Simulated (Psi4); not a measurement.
CH₅O (SMILES C[OH2+]), charge +1, singlet, at a GFN2-xTB geometry; PBE/6-31G* (Psi4).

The Psi4 input:
```
memory 2 GB

molecule {
1 1
C    -0.01927668    0.75112854    0.00090995
O    -0.01945091   -0.71002909    0.07309383
H    -1.05393514    1.08479565    0.06211764
H     0.89956319   -1.05604335    0.06619891
H     0.52546643    1.12435414    0.86667889
H     0.43988827    1.11244731   -0.91822338
H    -0.53971541   -1.09209225   -0.66698245
}

set {
  basis 6-31g*
}

energy('pbe')
print_variables()
```

Question: Predict the main parts of the log of this Psi4 run.

Answer: 
```
   => Loading Basis Set <=

    Name: 6-31G*
    Role: ORBITAL
    Keyword: BASIS

         ---------------------------------------------------------
                                   SCF
               by Justin Turney, Rob Parrish, Andy Simmonett
                          and Daniel G. A. Smith
                              RKS Reference
         ---------------------------------------------------------

  ==> Geometry <==

    Molecular point group: c1
    Full point group: C1

    Geometry (in Angstrom), charge = 1, multiplicity = 1:

       Center              X                  Y                   Z               Mass
    ------------   -----------------  -----------------  -----------------  -----------------
         C           -0.011132178424     0.786264064617    -0.016805720521    12.000000000000
         O           -0.011306408424    -0.674893565383     0.055378159479    15.994914619570
         H           -1.045790638424     1.119931174617     0.044401969479     1.007825032230
         H            0.907707691576    -1.020907825383     0.048483239479     1.007825032230
         H            0.533610931576     1.159489664617     0.848963219479     1.007825032230
         H            0.448032771576     1.147582834617    -0.935939050521     1.007825032230
         H           -0.531570908424    -1.056956725383    -0.684698120521     1.007825032230

  Running in c1 symmetry.

  Rotational constants: A =      3.48335  B =      0.74016  C =      0.71024 [cm^-1]
  Rotational constants: A = 104428.23125  B =  22189.32655  C =  21292.49430 [MHz]
  Nuclear repulsion =   46.411312794025768

  Charge       = 1
  Multiplicity = 1
  Electrons    = 18
  Nalpha       = 9
  Nbeta        = 9

  ==> Algorithm <==

  SCF Algorithm Type is DF.
  DIIS enabled.
  MOM disabled.
  Fractional occupation disabled.
  Guess Type is SAD.
  Energy threshold   = 1.00e-06
  Density threshold  = 1.00e-06
  Integral threshold = 1.00e-12

  ==> Primary Basis <==

  Basis Set: 6-31G*
    Blend: 6-31G*
    Number of shells: 22
    Number of basis functions: 40
    Number of Cartesian functions: 40
    Spherical Harmonics?: false
    Max angular momentum: 2

  ==> DFT Potential <==

   => LibXC <=

    Version 7.1.2
    S. Lehtola, C. Steigemann, M. J. T. Oliveira, and M. A. L. Marques,  SoftwareX 7, 1–5 (2018) (10.1016/j.softx.2017.11.002)

   => Composite Functional: PBE <=

    PBE GGA Exchange-Correlation Functional

[...]
   @DF-RKS iter   3:  -115.86364775420985   -1.93105e-01   1.99713e-03 DIIS/ADIIS
   @DF-RKS iter   4:  -115.86586065181177   -2.21290e-03   8.70549e-04 DIIS/ADIIS
   @DF-RKS iter   5:  -115.86634294686968   -4.82295e-04   8.50574e-05 DIIS
   @DF-RKS iter   6:  -115.86634812952339   -5.18265e-06   9.82170e-06 DIIS
   @DF-RKS iter   7:  -115.86634819438265   -6.48593e-08   1.49024e-06 DIIS
   @DF-RKS iter   8:  -115.86634819637588   -1.99323e-09   1.29655e-07 DIIS
  Energy and wave function converged.

  ==> Post-Iterations <==

   Electrons on quadrature grid:
      Ntotal   =   18.0000146898 ; deviation = 1.469e-05

    Orbital Energies [Eh]
    ---------------------

    Doubly Occupied:

[...]
    Virtual:

[...]
      40A      3.873543

    Final Occupation by Irrep:
              A
    DOCC [     9 ]
    NA   [     9 ]
    NB   [     9 ]

  @DF-RKS Final Energy:  -115.86634819637588

   => Energetics <=

    Nuclear Repulsion Energy =             46.4113127940257684
    One-Electron Energy =                -243.4100573349901993
    Two-Electron Energy =                  96.5514800292279602
    DFT Exchange-Correlation Energy =     -15.4190836846394159
    Empirical Dispersion Energy =           0.0000000000000000
    VV10 Nonlocal Energy =                  0.0000000000000000
    Total Energy =                       -115.8663481963758812

Computation Completed

Properties will be evaluated at   0.000000,   0.000000,   0.000000 [a0]

Properties computed using the SCF density matrix

 Multipole Moments:

 ------------------------------------------------------------------------------------
     Multipole            Electronic (a.u.)      Nuclear  (a.u.)        Total (a.u.)
 ------------------------------------------------------------------------------------

 L = 1.  Multiply by 2.5417464519 to convert [e a0] to [Debye]
 Dipole X            :          0.0083434            0.2924266            0.3007700
 Dipole Y            :         -1.7757550            1.2615339           -0.5142211
 Dipole Z            :          0.0709313           -0.6360776           -0.5651463
 Magnitude           :                                                    0.8211433

 ------------------------------------------------------------------------------------

  Variable Map:
  ----------------------------------------------------------------------------
[...]
  Array Variable Map:
  ----------------------------------------------------------------------------
[...]
[...]
```
